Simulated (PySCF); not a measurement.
Spinor energies of Cu (copper, neutral)

Start: [Ar] 3d10 4p1; 4p3/2 filled at m_j = +3/2. Calculated with PySCF 2.14 in x2c-TZVPall-2c with one added diffuse shell each of s, p, d type (7s8p5d1f, 63 functions): generalised Hartree-Fock with the X2C-1e Hamiltonian and a Gaussian nucleus; one run each with spin-orbit coupling (SO) switched off, then screened by Boettger's factors. This is a chosen level, not necessarily the ground level.

```
spinor shell  electrons  ε, spin-free (eV)  ε, screened SO (eV)  weight of nominal j (screened SO)  rms radius, screened SO (bohr)
       1s1/2          2            -9049.8              -9049.7                              1.000                          0.0601
       2s1/2          2            -1135.8              -1135.8                              1.000                           0.254
       2p1/2          2            -976.42              -990.54                              1.000                           0.226
       2p3/2          4            -976.42              -969.59                              1.000                           0.229
       3s1/2          2            -142.62              -142.64                              1.000                           0.767
       3p1/2          2            -93.932              -95.848                              1.000                           0.812
       3p3/2          4            -93.932              -93.030                              1.000                           0.823
       3d3/2          4            -15.497              -15.741                              0.994                            1.14
       4p3/2          1             -3.379               -3.371                              1.000                            5.13
```

(1) Where does 3d5/2 lie, and what is the 3d spin-orbit splitting (screened SO)?

```tsv
quantity	spin-free	screened SO
E (hartree)	-1652.99167	-1653.03224
M_J	3/2	3/2
⟨J²⟩	3.758	3.758
⟨L²⟩	2.005	2.007
⟨S²⟩	0.752	0.754
```

Without spin-orbit coupling the j labels of p, d and f shells carry no meaning; the spin-free column gives the mean over the occupied spinors of each nl shell.

Results:

(1) At -15.361 eV, 0.381 eV above 3d3/2.
